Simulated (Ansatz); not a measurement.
Reaction (substitution at a C–Si bond): `CNC[SiH2]Cl` + CH₃NH₂ → `CNCNC` + `[SiH3]Cl`

Computed with Ansatz on PBE0-D4/def2-TZVP structures; ΔE is electronic, products minus reactants. CCSD(T)/CBS adds triple-zeta CCSD(T) − MP2 to the extrapolated MP2 energy (def2 sets, frozen cores). This one scheme is used for every species. DFT in def2-TZVPP. One conformer a species, not always the lowest.

| level | ΔE (kJ/mol) |
| --- | --- |
| r2SCAN-D4 | 36.4 |
| ωB97X-V | 33.3 |
| r2SCAN | 35.8 |
| PBE0 | 34.8 |
| HF/def2-TZVPP | 24.6 |
| MP2/def2-TZVPP | 36.1 |
| HF/CBS(def2) | 25.0 |
| MP2/CBS(def2) | 40.3 |

Problem. What does CCSD(T)/CBS give? (Best estimate.)

Solution. Ansatz gave: +37.5 kJ/mol. The listed levels differ from it by -1.1, -4.2, -1.7, -2.7, -12.9, -1.4, -12.5, 2.8 kJ/mol.

Largest T1 diagnostic among the species: 0.009.

In def2-TZVPP, CCSD(T) changes the Hartree–Fock value by +8.7 kJ/mol (the triples alone add +0.6 kJ/mol) and MP2 by +11.5 kJ/mol. The D4 term adds +4.8 kJ/mol with B3LYP and +2.7 kJ/mol with PBE0; it sums over pairs of atoms, weighted by their polarisabilities, and B3LYP, whose exchange is more repulsive, gets the larger term.

B3LYP here is the variant with VWN-RPA as its local correlation; programs differ in this.
